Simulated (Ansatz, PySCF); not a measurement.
Reaction (SMILES): [LiH] (LiH) → Li atom + H atom (the H-Li bond at the site shown breaks; other sites are not compared here)
Each molecule is optimised on its own at B3LYP-D3(BJ)/def2-TZVP (Ansatz, a program for electronic structure).
Geometry of the first species:
SMILES: [LiH]
```xyz
2

Li     0.0000     0.0000    -0.3977
H      0.0000     0.0000     1.1930
```
Charge 0, spin multiplicity 1.

Property: bond dissociation energy (0 K, with B3LYP-D3(BJ) harmonic zero-point energies from PySCF), in kcal/mol. Cores are frozen in the correlated levels unless marked. Open shells are spin-unrestricted. Spin-orbit coupling is left out. Non-relativistic. CBS marks a two-point X^-3 extrapolation of the correlation energy; Hartree-Fock from the larger set.

```csv
level,program,bond dissociation energy (kcal/mol)
HF/def2-QZVPP,Ansatz,32.1
TPSS-D4/def2-TZVPD,PySCF + dftd4,56.9
BHLYP-D4/def2-TZVPD,Ansatz + dftd4,54.7
HSE06-D3(BJ)/def2-TZVPD,Ansatz + dftd3,50.2
LC-wPBE/def2-TZVPD,Ansatz,51.5
RI-MP2/def2-TZVPP,Ansatz,48.1
SCS-MP2/def2-SVPD,Ansatz,50.1
CCSD/def2-TZVPP,Ansatz,53.4
"CCSD/CBS(def2-TZVPPD,def2-QZVPPD)",Ansatz,55.6
"CCSD(T)/CBS(def2-TZVPPD,def2-QZVPPD)",Ansatz,55.6
```
